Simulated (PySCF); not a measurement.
Ge(All)(H)3 (C₃H₈Ge), SMILES C=C[CH2][GeH3].

Coordinates come from a B3LYP-D3(BJ)/def2-SVP optimisation. Other conformers were not sampled.

Method: PBE/def2-TZVP (PySCF).

Gas-phase values at a fixed geometry.

Task: Estimate the frontier levels, gap, dipole moment and polarisability. (Estimate from the structure and the level; the computed values follow.)

Result: 
```json
{
  "highest_occupied_level": "-6.02 eV",
  "lowest_empty_level": "-0.93 eV",
  "orbital_gap": "5.08 eV",
  "dipole_moment": "0.49 D",
  "quadrupole, principal values (traceless, Buckingham form, about the centre of nuclear charge)": "-3.02, 0.53, 2.49 D·Å",
  "mean_static_polarisability": "72.3 bohr³ (10.72 Å³)",
  "polarisability_principal_values": "60.0, 63.0, 94.0 bohr³"
}
```
